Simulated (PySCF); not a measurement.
# One molecule, several mistakes: AlBCH7Si

These are calculations, not measurements. The program is PySCF 2.14.0, an open-source quantum chemistry code, run on an isolated molecule that a program drew, which may never have been made. The molecule is AlBCH7Si (charge 0, doublet), drawn as the SMILES string `[AlH2][CH2]B[SiH2]`.

Each row is a Hartree-Fock (HF) and frozen-core CCSD(T) single point in the cc-pV(D+d)Z basis, meant for a local HF minimum. Run 1 is clean. Each other run has one planted mistake out of seven kinds, and not every kind appears here: one electron removed, one electron added, multiplicity raised by two, geometry at a saddle point, minimal basis STO-3G, one bond length entered in bohr, all coordinates scaled. The reference is restricted for singlets and unrestricted otherwise, and also for a bond in bohr. Adding or removing an electron swaps singlet and doublet. Electrons count all cores. HOMO and LUMO are orbital energies over both spins, the gradient is its largest component, and the lowest frequency (negative if imaginary) is given only where the gradient is small. Bond lengths are over the 10 bonds as drawn. T1 is the CCSD diagnostic: over 0.02 (restricted) or 0.045 (unrestricted) a single reference is doubtful.

Geometry of the clean run:
```xyz
11
AlBCH7Si, angstrom
Al    0.1062    1.4078   -0.8327
C     0.1226    0.7526    1.0442
B    -0.6147   -0.6044    1.1051
Si   -2.5806   -0.7805    1.4520
H    -0.8587    2.5911   -1.2380
H     1.0907    0.7812   -1.8974
H    -0.3225    1.5542    1.6412
H     1.1934    0.6553    1.2650
H    -0.0344   -1.6152    0.8005
H    -3.3143    0.2900    2.1679
H    -3.1541   -2.1069    1.7727
```

| run | electrons | basis functions | <S^2> | HOMO (eV) | LUMO (eV) | gradient (hartree/bohr) | lowest frequency (cm^-1) | mean bond (Å) | longest bond (Å) | T1 | HF (hartree) | CCSD(T) (hartree) | mistake |
|---|---|---|---|---|---|---|---|---|---|---|---|---|---|
| 1 | 45 | 109 | 0.767 | -8.19 | 0.46 | 3.9e-05 | 59 | 1.5056 | 2.004 | 0.0167 | -597.43015 | -597.88813 | no fault |
| 2 | 45 | 109 | 1.599 | -8.15 | 0.46 | 7.1e-03 | - | 1.6375 | 2.801 | 0.0383 | -597.32812 | -597.77248 | one bond length entered in bohr |
| 3 | 45 | 109 | 0.769 | -8.25 | 0.37 | 4.6e-02 | - | 1.6200 | 2.156 | 0.0181 | -597.38746 | -597.85250 | all coordinates scaled |
| 4 | 46 | 109 | 0.000 | -0.96 | 5.04 | 4.1e-02 | - | 1.5056 | 2.004 | 0.0233 | -597.43113 | -597.93232 | one electron added |
| 5 | 45 | 35 | 0.762 | -5.34 | 5.91 | 3.4e-02 | - | 1.5056 | 2.004 | 0.0145 | -590.40733 | -590.61734 | ? |

**Which mistake was planted in run 5, and what did it cost?**

It has 35 basis functions where the clean run has 109, with the same electrons and geometry. So the mistake is: minimal basis STO-3G. Subtracting run 1 and multiplying by 627.51 kcal/mol a hartree, the energy moved by 4406.9 kcal/mol in HF and 4562.5 kcal/mol in CCSD(T).

Cautions from the logs. Run 4: T1 is over the limit, so its CCSD(T) energy is less reliable.
